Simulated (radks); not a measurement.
Question: All-electron atom: Co3+ in [Ar] 3d6 (the NIST ground configuration). All-electron calculation, Dirac Kohn-Sham, PBE, spin-unpolarised, spherical densities, finite nucleus; open shells fill j = l - 1/2 first; Fermi nuclear charge, rms radius 3.7875 fm. Program: a radial shooting solver on a logarithmic mesh with Libxc functionals. Some entries of the table are withheld. Estimate them.

| orbital | occ. | eigenvalue (eV) | <1/r> (bohr^-1) | <r> (bohr) |
|---|---|---|---|---|
| 1s1/2 | 2 | -7630.376 | (1) | 0.05619 |
| 2s1/2 | 2 | -937.9161 | 5.838 | 0.2553 |
| 2p1/2 | 2 | (2) | 5.787 | 0.2228 |
| 2p3/2 | 4 | (3) | 5.675 | 0.2259 |
| 3s1/2 | 2 | -140.6746 | 1.849 | 0.7682 |
| 3p1/2 | 2 | -104.9707 | 1.725 | 0.7992 |
| 3p3/2 | 4 | -103.0779 | 1.700 | 0.8083 |
| 3d3/2 | 4 | -45.2580 | (4) | 0.9384 |
| 3d5/2 | 2 | -45.0373 | (5) | 0.9422 |

Answer: 
(1) 1s1/2 <1/r> (bohr^-1): 27.03
(2) 2p1/2 eigenvalue (eV): -818.7874
(3) 2p3/2 eigenvalue (eV): -803.9656
(4) 3d3/2 <1/r> (bohr^-1): 1.388
(5) 3d5/2 <1/r> (bohr^-1): 1.381
